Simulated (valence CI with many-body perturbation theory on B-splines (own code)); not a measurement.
Results of a calculation; reference values are marked as such.
Energy levels of Dy45+

Level of theory: configuration interaction combined with many-body perturbation theory (CI+MBPT): three valence electrons over a frozen Dirac-Fock core [Ar], a basis of 7 s, 7 p, 8 d, 6 f, 4 g, 1 h functions for each j, with the one-electron correlation potential Σ1 (screened to all orders), the two-electron term Σ2, the three-electron term Σ3, Breit, model QED; selected single and double excitations, second order for the rest, scaled by the run's own slope (own B-spline code, finite nucleus).

No measured spectrum was set against this ion. As an estimate, large intervals hold to a few tenths of a per cent, small ones and those within an open d or f shell to about a per cent. Only levels of the ground parity were solved; by the run's estimate the other parity begins above the list, which can be wrong where configurations are misplaced.

Levels 1 to 19 of 19, with energies above the lowest level, (3d3/2^3) J=3/2. "Leading %" is the weight of the configuration and term that name the level; weights of strongly mixed levels are sums over their largest components and can fall short, so below about 35 % the name and the second component can differ from the true leading terms, or belong to a minority configuration. In the jj column 3d3/2^4 stands for four electrons in 3d with j = 3/2.

```csv
No.,Configuration,Term,J,E (cm⁻¹),Leading %,Second component,g,Leading jj
1,3d³,⁴F,3/2,0,49,37 % 3d³ ²D,0.687,3d3/2^3 (97 %)
2,3d³,⁴F,5/2,287530,84,14 % 3d³ ²D,1.049,3d3/2^2 3d5/2 (98 %)
3,3d³,⁴P,3/2,334480,39,30 % 3d³ ⁴F,1.192,3d3/2^2 3d5/2 (98 %)
4,3d³,²G,7/2,355480,47,38 % 3d³ ⁴F,1.051,3d3/2^2 3d5/2 (95 %)
5,3d³,²H,9/2,360200,43,43 % 3d³ ²G,1.048,3d3/2^2 3d5/2 (98 %)
6,3d³,⁴P,1/2,370350,59,41 % 3d³ ²P,1.841,3d3/2^2 3d5/2 (100 %)
7,3d³,⁴P,5/2,520600,44,36 % 3d³ ²D,1.295,3d3/2^2 3d5/2 (90 %)
8,3d³,⁴F,7/2,639220,60,37 % 3d³ ²G,1.097,3d3/2 3d5/2^2 (97 %)
9,3d³,⁴F,9/2,668510,52,42 % 3d³ ²H,1.133,3d3/2 3d5/2^2 (96 %)
10,3d³,⁴P,3/2,704450,41,39 % 3d³ ²D,1.122,3d3/2 3d5/2^2 (99 %)
11,3d³,²P,1/2,724360,59,41 % 3d³ ⁴P,1.479,3d3/2 3d5/2^2 (100 %)
12,3d³,²H,11/2,737270,100,,1.082,3d3/2 3d5/2^2 (100 %)
13,3d³,²D,5/2,743900,49,27 % 3d³ ⁴P,1.238,3d3/2 3d5/2^2 (90 %)
14,3d³,²F,5/2,792500,43,39 % 3d³ ²D,1.106,3d3/2 3d5/2^2 (96 %)
15,3d³,²F,7/2,803860,82,16 % 3d³ ²G,1.095,3d3/2 3d5/2^2 (98 %)
16,3d³,²D,3/2,928950,68,25 % 3d³ ²P,0.949,3d3/2 3d5/2^2 (88 %)
17,3d³,²G,9/2,1017000,52,33 % 3d³ ⁴F,1.147,3d5/2^3 (98 %)
18,3d³,²D,3/2,1121000,55,33 % 3d³ ²P,1.070,3d5/2^3 (88 %)
19,3d³,²D,5/2,1189700,62,23 % 3d³ ²F,1.155,3d5/2^3 (94 %)
```

The ionisation energy to 3d² ³F2 of the next ion comes out as 3725.5 eV (NIST: 3725 ± 4 eV (theoretical)). All 19 levels together are meant to be complete up to 1237300 cm⁻¹.
